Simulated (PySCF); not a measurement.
A set of runs on As3P; the geometry of each is named by its level. Settings lines and outputs come from a driver script.

Compound: PAsAsAs tetrahedron, As₃P.
Bonds: P1–As2, P1–As3, P1–As4, As2–As3, As2–As4, As3–As4.

Step 1: PBE0-D3(BJ)/def2-SVP geometry optimisation, gas phase (PySCF 2.14.0) (from the GFN2-xTB geometry)
```json
{"job": {"xc": "PBE0", "basis": "def2-SVP", "d3": "d3bj", "grid": 1, "maxiter": 40, "kind": "geom"}, "charge": 0, "multiplicity": 1}
```
```
step   0  E = -7047.21028764  max force = 0.022837
step   1  E = -7047.21286089  max force = 0.004521
step   2  E = -7047.21295818  max force = 0.000805
step   3  E = -7047.21296422  max force = 0.000351
step   4  E = -7047.21297083  max force = 0.001761
step   5  E = -7047.21297164  max force = 0.003252
step   6  E = -7047.21298789  max force = 0.002576
step   7  E = -7047.21300235  max force = 0.001385
step   8  E = -7047.21300671  max force = 0.000150
optimisation converged
```

Final energy -7047.21301 Eh after 8 steps; dipole 0.51 D. Energies in Eh; «max force» is the largest Cartesian gradient component in Eh/bohr.

On one thread of an x86-64 server, on a shared host, this took 82 s of wall time.

Step 2: TDDFT wB97X-D/def2-SVPD, vertical, gas phase, core orbitals frozen in the response (PySCF 2.14.0, density-fitted response routines) (on the PBE0-D3(BJ)/def2-SVP geometry)
```json
{"job": {"kind": "uv", "xc": "wB97X-D", "basis": "def2-SVPD", "ip": false, "nstates": 10}, "charge": 0, "multiplicity": 1}
```
```
...
Static polarisability (au): isotropic 108.826, principal 102.837 111.764 111.878
Singlet excitations
state   eV       nm        f      main configurations
  1   4.6054    269.2   0.00053   H-1->L 0.58, H->L+1 0.24
  2   4.6076    269.1   0.00047   H->L+2 0.27, H->L+1 0.23, H->L 0.18
  3   4.6438    267.0   0.00000   H-1->L+2 0.45, H->L+1 0.32
  4   4.9307    251.5   0.00679   H->L+2 0.45, H-1->L+1 0.39
  5   4.9573    250.1   0.00009   H->L+3 0.42, H-1->L+4 0.32
  6   5.0105    247.4   0.00502   H-1->L+5 0.21, H-1->L+3 0.15, H->L 0.14
  7   5.0134    247.3   0.00476   H->L+5 0.23, H-1->L+4 0.17, H-1->L+2 0.13
  8   5.1679    239.9   0.00912   H-1->L+4 0.29, H->L+3 0.28, H->L+5 0.19
  9   5.1702    239.8   0.00851   H->L+4 0.28, H-1->L+3 0.27, H-1->L+5 0.18
 10   5.3104    233.5   0.01964   H->L+5 0.23, H-1->L+5 0.17, H-1->L+2 0.14
Triplet excitations (Tamm-Dancoff, eV): 3.9554 3.9654 4.2014 4.2349
```

HOMO -8.78 eV, LUMO 0.57 eV; lowest singlet 4.61 eV; lowest triplet 3.96 eV (Tamm–Dancoff); mean polarisability 108.8 au.

Time: 20 s wall. Hardware: one thread of an x86-64 server, on a shared host.

Step 3: delta-SCF UKS SCAN, pcX-2 on the ionised atom, pcseg-1 elsewhere, spin-free X2C (PySCF 2.14.0) (on the PBE0-D3(BJ)/def2-SVP geometry)
```json
{"job": {"kind": "xps", "metal_2p": true}, "charge": 0, "multiplicity": 1}
```
```
...
ground state, core basis on atom 0 (P), 141 functions
  E(ground) = -7108.27464323 Eh
hole in P 1s of atom 0
  E(ion) = -7029.27058035 Eh   <S^2> = 0.7531   hole on atom = 1.000   binding energy = 2149.810 eV
hole in P 2p of atom 0
  E(ion) = -7103.25593259 Eh   <S^2> = 0.7575   hole on atom = 1.002   binding energy = 136.566 eV
  2p3/2 = 136.241 eV   2p1/2 = 137.128 eV
```

P1s of P1 2149.81 eV; P2p of P1 136.54 eV (mean of the 2p shell). SCF cycles are left out; they run on a coarse grid, and E(ground) and E(ion) are re-evaluated on a finer one. For a 2p shell the printed binding energy is that of one 2p hole without spin–orbit coupling; the 2p3/2 and 2p1/2 values follow from a further step that adds the ground-state splitting of the three 2p orbitals and a mean-field spin–orbit operator, and the shell mean corrects the one hole to the average of the three. The log counts atoms from 0, this text from 1.

The run took 6.9 s on one thread, x86-64 server, no GPU (shared host).

Geometry of the electronic-property runs (PBE0-D3(BJ)/def2-SVP):
```
atom  x, y, z in Å
P1    -1.1322    0.0401    0.8161
As2    1.1414   -0.4698    0.8106
As3    0.2522    1.3609   -0.5125
As4   -0.2615   -0.9311   -1.1142
```


Note: wB97X-D ran without an empirical dispersion term, which enters the total energy and its gradient alone.
